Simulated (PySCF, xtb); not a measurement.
CF2, SMILES F[C]F (connectivity only; charge and spin as stated), neutral, multiplicity 1.

Harmonic wavenumbers (cm⁻¹) from GFN2-xTB run with xtb at its own minimum, in rising order: 588, 1132, 1294.

Q: What does PySCF 2.14.0 with B3LYP-D3(BJ)/def2-TZVP give at its own minimum? (An estimate is asked for; the answer gives what the named calculation found.)

A: 669, 1110, 1227. Paired by order, the mean absolute difference is 57 cm⁻¹ and the zero-point energies are 4.3 and 4.3 kcal/mol.
